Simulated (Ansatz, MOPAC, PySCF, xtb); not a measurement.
Noncovalent pair: NH3 (SMILES N) (first 4 atoms) with SO2 (SMILES O=S=O); geometry from B3LYP-D3(BJ)/def2-TZVP.
(charge 0, multiplicity 1):
```xyz
7

N      0.017     0.001     0.622
H     -0.305    -0.927     0.370
H     -0.778     0.630     0.631
H      0.678     0.321    -0.075
O     -0.223     0.946     3.554
S      0.639    -0.145     3.162
O      0.128    -1.485     3.326
```

Interaction energies are E(AB) − E(A) − E(B) at the monomers' geometry in the complex; basis-set methods are counterpoise corrected. Rows marked so take none.

Rows in 6-31G* carry no dispersion term and start afresh at each structure (6-31G* with six Cartesian d functions). The state reached by PM3 isn't checked.

Programs: Ansatz (an electronic-structure program) with Gaussian orbitals; MOPAC for PM3 (differences of heats of formation); PySCF for 6-31G* rows; xtb for the GFN methods. Each number belongs to the level named beside it.

Q: One of these levels gives -4.08 kcal/mol for the interaction energy. Name it.
A. HF/6-31G* (no counterpoise)
B. GFN2-xTB
C. HF/aug-cc-pV(D+d)Z
D. PM3

A: C, HF/aug-cc-pV(D+d)Z. The others give -2.20 (PM3), -11.49 (GFN2-xTB), -7.77 (HF/6-31G* (no counterpoise))
